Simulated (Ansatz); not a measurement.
## Worked example: GeH3F + C2H3Si → GeH3 + C2H3FSi

Species: GeH3F (fluorogermane) `[F][GeH3]`, singlet; C2H3Si `C#C[SiH2]`, doublet; GeH3 `[GeH3]`, doublet; C2H3FSi `C#C[SiH2]F`, singlet. A radical takes F: the energy is the difference in strength between the Ge–F bond broken and the Si–F bond made.

Shapes, held fixed at every level: PBE0-D4/def2-TZVP. Programs: Ansatz 0.2.0. The zero-point and thermal change to 298 K, harmonic and unscaled (PBE0-D4/def2-TZVP), is +0.9 kJ/mol.

At CCSD(T)/def2-TZVPP; 1 Eh = 2625.50 kJ/mol:

| species | energy (Eh) |
| --- | --- |
| GeH3F | -2177.169981 |
| C2H3Si | -366.806247 |
| GeH3 | -2077.343756 |
| C2H3FSi | -466.671323 |

Task: Work out ΔH(298 K) of the reaction at this level.

Result: 
1. Products less reactants: (-2077.343756) + (-466.671323) − [(-2177.169981) + (-366.806247)] = -0.038851 Eh = -102.0 kJ/mol.
2. With the thermal change: -102.0 + (+0.9) = -101.1 kJ/mol.

Other levels give -107.7 (wB97M-V/def2-TZVPP) to -84.4 kJ/mol (PBE-D4/def2-TZVPP). No measured value is set beside it here. Spin contamination: C2H3Si (⟨S²⟩ up to 0.85). Open shells run unrestricted. Relativity is left out for Ge. Outer-core shells of Ge are correlated, in sets that cover them unevenly.
